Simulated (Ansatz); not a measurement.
Consider the ligand exchange at the Al–O bond: `[F][Al]([Cl])[O][SiH3]` + CH₃OH → `C[O][Al]([F])[Cl]` + silanol.

Computed with Ansatz on PBE0-D4/def2-TZVP structures; ΔE is electronic, products minus reactants. CCSD(T)/CBS adds triple-zeta CCSD(T) − MP2 to the extrapolated MP2 energy (def2 sets, frozen cores). This one scheme is used for every species. Functionals use def2-TZVPP. Each species was taken in one conformer, which may not be the lowest.

| species | ωB97X-V energy (Eh) |
| --- | --- |
| `[F][Al]([Cl])[O][SiH3]` | -1169.14171 |
| CH₃OH | -115.73250 |
| `C[O][Al]([F])[Cl]` | -917.73942 |
| `O[SiH3]` | -367.12562 |

Problem. Work out ΔE.

Solution. ΔE = (-917.73942) + (-367.12562) − (-1169.14171) − (-115.73250) = 0.00917 Eh = +5.8 kcal/mol. CCSD(T)/CBS gives +6.2 kcal/mol.

Largest T1 diagnostic among the species: 0.011.

From PBE to PBE0 (25 % exact exchange), in def2-TZVPP and without D4, ΔE moves by +0.9 kcal/mol. Leaving LDA and LC-ωPBE aside and taking each functional with its dispersion term where it has one, the values, not all of them listed here, spread over 2.0 kcal/mol, from revPBE-D4 to BHLYP-D4. In def2-TZVPP, CCSD(T) changes the Hartree–Fock value by −1.5 kcal/mol (the triples alone add −0.3 kcal/mol) and MP2 by −1.8 kcal/mol.
